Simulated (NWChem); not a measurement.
germanium monoxide (GeO, singlet); SMILES [Ge]=[O]

```xyz
2

Ge     0.0000     0.0000     0.3391
O      0.0000     0.0000    -1.2845
```
Atoms are numbered in this order, from 1.

Computed with NWChem. Low-valent species are run as closed-shell singlets; no triplet was tried in these runs. Structure relaxed at the PBE0/def2-SVP level. Static field.

| level | isotropic polarisability (bohr³) | anisotropy (bohr³) |
|---|---|---|
| PBE/aug-cc-pVDZ | 32.3 | 12.8 |
| B3LYP/aug-cc-pVDZ | 31.3 | 12.0 |
| LC-BLYP (range parameter 0.33 per bohr)/aug-cc-pVDZ | 30.8 | 11.6 |
